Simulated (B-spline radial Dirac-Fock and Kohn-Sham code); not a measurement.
What relativity does to the binding energies of Nb²⁹⁺

System: Nb²⁹⁺, [Ne] 3s2.

Both columns are ΔSCF binding energies of the configuration average from a radial finite-basis atomic code: non-relativistic Hartree-Fock with a point nucleus, and Dirac-Fock with a finite nucleus and the Coulomb interaction alone, averaged over the two j levels with weights 2j+1.

```
shell  Hartree-Fock (eV)  Dirac-Fock (eV)  shift (eV)  shift (%)
   1s            20141.1          20597.9     +456.77      +2.27
   2s             4059.7           4176.4     +116.73      +2.88
   2p             3850.0           3886.7      +36.74      +0.95
   3s             1587.6           1621.1      +33.58      +2.12
```

Relativity binds 1s, 2s, 2p, 3s more strongly, among those listed most of all 2s in relative terms.

Values without a named source are computed, but for edge energies of neutral atoms, which are taken from tables.
